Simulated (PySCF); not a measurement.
This PySCF input asks for the NMR shieldings of `InChI=1S/C10H14/c1-2-10-8-6-4-3-5-7-9-10/h2-4,9H,1,5-8H2/b4-3-,10-9-`; the geometry comes from GFN2-xTB.

```python
import basis_set_exchange as bse
import numpy as np
from pyscf import gto, dft
from pyscf.prop import nmr

atoms = """
C     2.902158   -1.360381    0.206164
C     2.234040   -0.307896    0.665862
C     1.039342    0.289083    0.088058
C     0.450712    1.309209    0.723993
C    -0.788968    2.049807    0.316027
C    -1.977231    1.159939   -0.116681
C    -2.016932   -0.123636    0.652812
C    -1.376550   -1.232070    0.314333
C    -0.501484   -1.437810   -0.891026
C     0.477059   -0.282329   -1.182944
H     2.616668   -1.896889   -0.682350
H     3.776659   -1.731518    0.713064
H     2.585840    0.174357    1.570390
H     0.904385    1.664943    1.640803
H    -1.104317    2.662824    1.162735
H    -0.547252    2.735095   -0.504115
H    -2.901618    1.717268    0.051945
H    -1.921692    0.941010   -1.182285
H    -2.597906   -0.108784    1.565572
H    -1.479430   -2.101224    0.951160
H    -1.129431   -1.603134   -1.773270
H     0.076497   -2.349627   -0.729456
H     1.285596   -0.658160   -1.812279
H    -0.017880    0.509687   -1.740959
"""
names = dict.fromkeys(["C", "H"], "pcSseg-1")
basis = {el: gto.basis.parse(bse.get_basis(n, elements=[el], fmt="nwchem")) for el, n in names.items()}
mol = gto.M(atom=atoms, basis=basis, charge=0, verbose=0)
mf = dft.RKS(mol, xc="PBE0")
mf.grids.level = 2
mf.grids.alignment = dft.numint.BLKSIZE   # the property module wants whole blocks of grid points
mf.conv_tol = 1e-9
mf.kernel()

calc = nmr.RKS(mf)   # GIAO
C = mf.mo_coeff
Co = C[:, mf.mo_occ > 0]
resp = mf.gen_response(singlet=True, hermi=2)
def vind(x):   # induced exchange potential for any number of trial vectors
    d = np.einsum("pi,xij,qj->xpq", C, 2 * x.reshape(-1, C.shape[1], Co.shape[1]), Co, optimize=True)
    return np.einsum("xpq,pi,qj->xij", resp(d - d.transpose(0, 2, 1)), C, Co, optimize=True).ravel()
mo1, _ = nmr.rhf.solve_mo1(calc, with_cphf=vind)
sigma = calc.kernel(mo1)
for i, s in enumerate(sigma):   # ppm
    w = np.linalg.eigvalsh((s + s.T) / 2)
    print("%2d %-2s iso %8.1f  s11 %8.1f  s22 %8.1f  s33 %8.1f" % (i, mol.atom_pure_symbol(i), w.mean(), *w))
```

Q: What does it print?

A: 
```
 0 C  iso     72.9  s11    -31.5  s22     79.4  s33    170.8
 1 C  iso     38.6  s11    -73.2  s22     48.1  s33    140.9
 2 C  iso     39.8  s11    -70.5  s22     33.6  s33    156.4
 3 C  iso     44.8  s11    -56.6  s22     52.4  s33    138.7
 4 C  iso    156.9  s11    136.8  s22    163.7  s33    170.2
 5 C  iso    155.6  s11    139.8  s22    159.3  s33    167.7
 6 C  iso     50.0  s11    -68.1  s22     62.1  s33    155.9
 7 C  iso     47.8  s11    -71.2  s22     60.1  s33    154.6
 8 C  iso    157.7  s11    137.9  s22    163.8  s33    171.3
 9 C  iso    157.3  s11    141.9  s22    158.9  s33    171.2
10 H  iso     26.4  s11     23.5  s22     24.7  s33     31.0
11 H  iso     26.6  s11     24.6  s22     25.2  s33     29.8
12 H  iso     25.2  s11     23.1  s22     23.6  s33     28.9
13 H  iso     25.9  s11     22.9  s22     25.9  s33     28.8
14 H  iso     29.4  s11     23.8  s22     28.5  s33     36.0
15 H  iso     28.9  s11     25.3  s22     26.6  s33     34.9
16 H  iso     29.6  s11     25.1  s22     27.1  s33     36.6
17 H  iso     29.1  s11     26.1  s22     28.8  s33     32.4
18 H  iso     25.9  s11     23.2  s22     26.7  s33     27.8
19 H  iso     25.8  s11     23.1  s22     26.5  s33     27.8
20 H  iso     29.1  s11     25.3  s22     26.7  s33     35.3
21 H  iso     29.5  s11     24.3  s22     28.7  s33     35.4
22 H  iso     29.3  s11     25.6  s22     26.9  s33     35.2
23 H  iso     29.1  s11     25.7  s22     28.8  s33     32.8
```

These numbers come from an equivalent density-fitted implementation of the same equations, which agrees with the script to about 0.01 ppm for H and up to a few tenths of a ppm for heavy atoms, so last digits may differ.

Q: Turn these shieldings into chemical shifts. Shifts are taken against calculated references (same method and geometry level): 13C (σ = 186.93 ppm) and 1H (σ = 31.72 ppm) vs TMS.

A: Averaging equivalent atoms: C 1: 148.3; C 2: 147.1; C 3: 142.1; C 7: 139.1; C 6: 136.9; C 0: 114.1; C 5: 31.3; C 4: 30.0; C 9: 29.6; C 8: 29.2; H 12: 6.51; H 19: 5.90; H 13: 5.86; H 18: 5.83; H 10: 5.30; H 11: 5.16; H 22/23: 2.53; H 14/15: 2.53; H 20/21: 2.43; H 16/17: 2.35 ppm. 

Size and cost of the density-fitted run: 240 basis functions, 60 s wall time on 1 thread of an Arm Neoverse V2, shared host; peak memory 1 GiB.
